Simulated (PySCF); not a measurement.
Compound: C₆H₈N₂.
Atom-mapped SMILES: `[CH3:1][NH:2][c:3]1[cH:4][cH:5][cH:6][cH:7][n:8]1` (hydrogens: H9, H10, H11 on C1; H12 on N2; H13 on C4; H14 on C5; H15 on C6; H16 on C7)

All values: wB97X-D/pcSseg-2 (PySCF, non-relativistic), on one gas-phase PBE0-D3(BJ)/def2-TZVP geometry that isn't relaxed in the solvent. The solvent is an IEF-PCM continuum (Bondi radii, 1.10 Å for H, scaled by 1.2). Specific hydrogen bonds and non-electrostatic terms are outside this model.

Gas phase at wB97X-D/pcSseg-2: HOMO -7.68 eV, LUMO 1.27 eV, dipole 2.00 D.

Task: What does the continuum do to the energy, the frontier levels and the dipole at wB97X-D/pcSseg-2 in chloroform?

Result: 
```csv
solvent,ε,E(solvent) − E(gas) (kcal/mol),polarisation term (kcal/mol),distortion of the solute (kcal/mol),HOMO (eV),LUMO (eV),dipole (D)
chloroform,4.711,-4.29,-4.82,0.53,-7.69,1.18,2.55
```

The polarisation term is half the interaction of the solute with the surface charges that it induces; the rest is the cost of distorting the solute's density. The sum is the electrostatic part of solvation alone.

Task: Which radius a makes the point-dipole formula ΔE = −[(ε − 1)/(2ε + 1)]·μ²/a³ give the value in chloroform, with the gas-phase dipole?

Result: μ = 0.785 au and |ΔE| = 0.00684 Eh give a = 1.68 Å; the farthest nucleus lies 3.57 Å from the centroid of the nuclei, so such a sphere wouldn't even hold the nuclei. The formula assumes a rigid point dipole at the centre of a sphere.

The values belong to the conformer `[CH3:1][NH:2][c:3]1[cH:4][cH:5][cH:6][cH:7][n:8]1`: C1–N2–C3–C4 8°.

Note: wB97X-D ran without an empirical dispersion term, which enters the total energy and its gradient alone.
